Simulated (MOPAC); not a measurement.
MOPAC input (AM1):

```
AM1 PRECISE GNORM=0.05 LET XYZ UHF MS=0.5 GEO-OK AUX(PRECISION=9) THREADS=1
H3BO2P

O    -0.41745200 1    0.01298800 1   -1.49468300 1
B    -0.68082200 1   -0.00807500 1   -0.24945000 1
O    -1.76088500 1   -0.03711100 1    0.56846900 1
P     1.24898200 1    0.01413800 1    0.50813900 1
H    -1.55391800 1   -0.04619400 1    1.50725500 1
H     1.84260200 1   -1.01689400 1   -0.25023900 1
H     1.80738800 1    1.08437900 1   -0.22214500 1
```

From the output:

```
                                                       MOPAC v23.2.5 Linux

          FINAL HEAT OF FORMATION =       -102.57527 KCAL/MOL =    -429.17491 KJ/MOL

          COSMO AREA              =         97.95 SQUARE ANGSTROMS
          COSMO VOLUME            =         82.18 CUBIC ANGSTROMS

          GRADIENT NORM           =          0.02284          =       0.00863 PER ATOM
          IONIZATION POTENTIAL    =          9.895978 EV
          ALPHA SOMO LUMO (EV)    =         -9.896  0.634
          BETA  SOMO LUMO (EV)    =        -11.463 -2.233
          NO. OF ALPHA ELECTRONS  =         12
          NO. OF BETA  ELECTRONS  =         11
          MOLECULAR WEIGHT        =         76.8063         POINT GROUP:  Cs

          MOLECULAR DIMENSIONS (Angstroms)

            Atom       Atom       Distance
            H     7    O     3     3.56533
            O     1    H     5     2.73221
            H     6    H     7     1.95045

          SCF CALCULATIONS        =         24

   ATOM   CHEMICAL          X               Y               Z
  NUMBER   SYMBOL      (ANGSTROMS)     (ANGSTROMS)     (ANGSTROMS)

     1       O         -0.32829784  *   0.01435495  *  -1.48503551  *
     2       B         -0.67927938  *  -0.00714782  *  -0.31725423  *
     3       O         -1.62047990  *  -0.03531562  *   0.61034414  *
     4       P          1.05382493  *   0.01126303  *   0.47842841  *
     5       H         -1.16573424  *  -0.03910723  *   1.46372961  *
     6       H          1.72927380  *  -1.00042575  *  -0.13746768  *
     7       H          1.69472988  *   1.06112562  *  -0.10991095  *

                             CARTESIAN COORDINATES

   1    O       -0.328297836     0.014354953    -1.485035506
   2    B       -0.679279377    -0.007147817    -0.317254228
   3    O       -1.620479895    -0.035315620     0.610344143
   4    P        1.053824926     0.011263033     0.478428412
   5    H       -1.165734245    -0.039107235     1.463729611
   6    H        1.729273797    -1.000425754    -0.137467685
   7    H        1.694729877     1.061125624    -0.109910949

           Empirical Formula: H3 O2 B P  =     7 atoms

      MOLECULAR POINT GROUP   :   Cs

          ALPHA EIGENVALUES
 -38.66434 -37.94661 -22.66674 -21.00555 -18.09694 -16.37447 -15.97636 -14.59961
 -13.59732 -12.77206 -11.97291  -9.89598   0.63405   1.40173   1.62629   2.92480
   3.19281   5.83354   7.86685

           BETA EIGENVALUES
 -38.56169 -36.79308 -22.22981 -20.88491 -17.75778 -16.01384 -15.86282 -13.54175
 -12.98414 -12.53128 -11.46312  -2.23337   0.73801   1.43853   1.84956   3.06509
   3.19084   5.89973   8.10261

              NET ATOMIC CHARGES AND DIPOLE CONTRIBUTIONS

  ATOM NO.   TYPE          CHARGE      No. of ELECS.   s-Pop       p-Pop
    1          O          -0.234115        6.2341     1.89918     4.33493
    2          B           0.196906        2.8031     1.10096     1.70214
    3          O          -0.223441        6.2234     1.83818     4.38526
    4          P          -0.208663        5.2087     1.80726     3.40140
    5          H           0.264838        0.7352     0.73516
    6          H           0.102236        0.8978     0.89776
    7          H           0.102240        0.8978     0.89776
 DIPOLE           X         Y         Z       TOTAL
 POINT-CHG.     0.608    -0.016     1.976     2.067
 HYBRID         1.261     0.031    -0.768     1.476
 SUM            1.869     0.015     1.208     2.225

          ATOMIC ORBITAL ELECTRON POPULATIONS

     Atom    s        px        py        pz
    1  O   1.89918   1.49319   1.68668   1.15506
    2  B   1.10096   0.57295   0.46154   0.66765
    3  O   1.83818   1.31849   1.85628   1.21049
    4  P   1.80726   1.13546   1.09724   1.16870
    5  H   0.73516
    6  H   0.89776
    7  H   0.89776

                    (SZ)    =    0.500000
                    (S**2)  =    0.767139

          ATOMIC ORBITAL SPIN POPULATIONS

    Atom   Total    s     px     py     pz
         Atomic
    1  O  0.4138  0.004  0.252  0.015  0.143
    2  B -0.1031 -0.024 -0.057 -0.013 -0.009
    3  O  0.0322 -0.001  0.028 -0.002  0.007
    4  P  0.6972 -0.008  0.272  0.019  0.414
    5  H -0.0048 -0.005
    6  H -0.0176 -0.018
    7  H -0.0176 -0.018

 **********************
 *                    *
 * JOB ENDED NORMALLY *
 *                    *
 **********************

 == MOPAC DONE ==
```

The geometry given is a B3LYP-D3(BJ)/def2-TZVP minimum.
